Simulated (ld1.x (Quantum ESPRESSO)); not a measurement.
# technetium (Tc) TM: all-electron and pseudo phase curves

technetium (Tc), norm-conserving Troullier–Martins (Kleinman–Bylander form), made with ld1.x (Quantum ESPRESSO) 7.5 (LDA (PZ), scalar-relativistic). Core [Ar] 3d10, reference 4s2 4p6 4d5 5s2 5p0. Waves: 4s (bound): rc 1.75 bohr; 4p (bound): rc 1.30 bohr; 4d (bound): rc 1.35 bohr. Local part: the d channel. Core correction: none.

Occupied shells without a wave of their own: 5s. They enter only through the test configuration that unscreens the potential.

The phase is arctan(r·u′/u) with u = r·R(r), unwrapped; energies in Ry, scanned from -7 to 5 Ry. A pole is an energy at which the radial function vanishes at the test radius. The pseudo phase is shifted by a multiple of π to meet the all-electron one at the reference energy, and phase errors are pseudo minus all-electron; the curves can meet again beyond the range given. Levels narrower than the energy grid can be missing from the lists of poles.

Q: For each channel, where are the poles, and over which energies does the pseudopotential scatter like the atom?

A:

| channel | radius (bohr) | reference energy (Ry) | poles, all-electron | poles, pseudo | unbroken range about the reference energy with phases within 0.05 rad | phase error 1 Ry above the reference energy (rad) |
| --- | --- | --- | --- | --- | --- | --- |
| s | 1.91 | -5.39 | -4.97 | -4.97, 4.07 | below -0.9 | -0.002 |
| p | 1.91 | -3.34 | -2.62 | -2.62 | the whole range | -0.000 |
| d | 1.91 | -0.50 | 1.17 | 1.16 | the whole range | -0.000 |

The potential misses its own reference levels by up to 0.6 eV.

Phases in the s channel:

| E (Ry) | all-electron | pseudo |
| --- | --- | --- |
| -7.00 | 1.245 | 1.244 |
| -6.74 | 1.208 | 1.206 |
| -6.48 | 1.148 | 1.146 |
| -6.22 | 1.034 | 1.031 |
| -5.96 | 0.735 | 0.730 |
| -5.70 | -0.340 | -0.345 |
| -5.44 | -1.238 | -1.238 |
| -5.18 | -1.484 | -1.484 |
| -4.92 | -1.585 | -1.586 |
| -4.66 | -1.642 | -1.643 |
| -4.40 | -1.680 | -1.681 |
| -4.14 | -1.708 | -1.710 |
| -3.88 | -1.730 | -1.733 |
| -3.62 | -1.750 | -1.754 |
| -3.36 | -1.767 | -1.772 |
| -3.10 | -1.784 | -1.790 |
| -2.84 | -1.800 | -1.808 |
| -2.58 | -1.817 | -1.826 |
| -2.32 | -1.834 | -1.846 |
| -2.06 | -1.852 | -1.867 |
| -1.80 | -1.871 | -1.890 |
| -1.54 | -1.892 | -1.917 |
| -1.28 | -1.916 | -1.947 |
| -1.02 | -1.943 | -1.984 |
| -0.76 | -1.973 | -2.029 |
| -0.50 | -2.009 | -2.085 |
| -0.24 | -2.051 | -2.158 |
| 0.02 | -2.102 | -2.256 |
| 0.28 | -2.166 | -2.394 |
| 0.54 | -2.245 | -2.594 |
| 0.80 | -2.348 | -2.882 |
| 1.06 | -2.482 | -3.254 |
| 1.32 | -2.658 | -3.632 |
| 1.58 | -2.882 | -3.934 |
| 1.84 | -3.147 | -4.145 |
| 2.10 | -3.423 | -4.291 |
| 2.36 | -3.673 | -4.396 |
| 2.62 | -3.876 | -4.474 |
| 2.88 | -4.033 | -4.534 |
| 3.14 | -4.152 | -4.584 |
| 3.40 | -4.244 | -4.625 |
| 3.66 | -4.316 | -4.661 |
| 3.92 | -4.373 | -4.694 |
| 4.18 | -4.420 | -4.725 |
| 4.44 | -4.458 | -4.754 |
| 4.70 | -4.491 | -4.784 |
| 4.96 | -4.519 | -4.815 |
